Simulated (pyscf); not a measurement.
Single points on ωB97X-D3(BJ)/def2-SVP structures (PySCF, gas phase). Correlated levels are frozen-core, on RHF or UHF. ΔMP2 is the change of the MP2 total energy from the triple- to the quadruple-zeta basis.

SMILES: B[PH][GaH2]
```xyz
8

B      0.4560     1.9978    -1.2932
P     -0.4913     1.3323     0.1507
Ga     0.6373    -0.5641     0.6697
H     -0.1054     2.3882    -2.2874
H      1.6543     2.0990    -1.1806
H     -1.7736     0.9574    -0.3177
H     -0.1708    -1.8747     0.9334
H      2.1869    -0.4403     0.8025
```
Charge 0, spin multiplicity 1.

**Question.** How much does it cost (ΔH, 298 K, CCSD(T)/def2-TZVPP + ΔMP2(QZVPP)) to split `[BH2][PH][GaH2]` at its B–P bond into BH₂• + •HP–GaH₂?

**Answer.** B–P to BH₂• + •HP–GaH₂: 4.15 eV. The radicals are drawn with the spin at the cut bond; how far it spreads was not checked. •HP–GaH₂ lies 0.27 eV over its isomer [H₂P–GaH]•, and others may lie lower still (electronic energy, ωB97M-D3(BJ)). The CCSD(T) − MP2 part came from Ansatz, without density fitting, on the same reference. The frozen core leaves the outer d or s,p core shells of the metals and heavy elements correlated in the MP2 and CC values, and def2-TZVPP describes them poorly, which can shift differences by a few kcal/mol. Elements up to Kr have no core potential and no relativistic terms here.
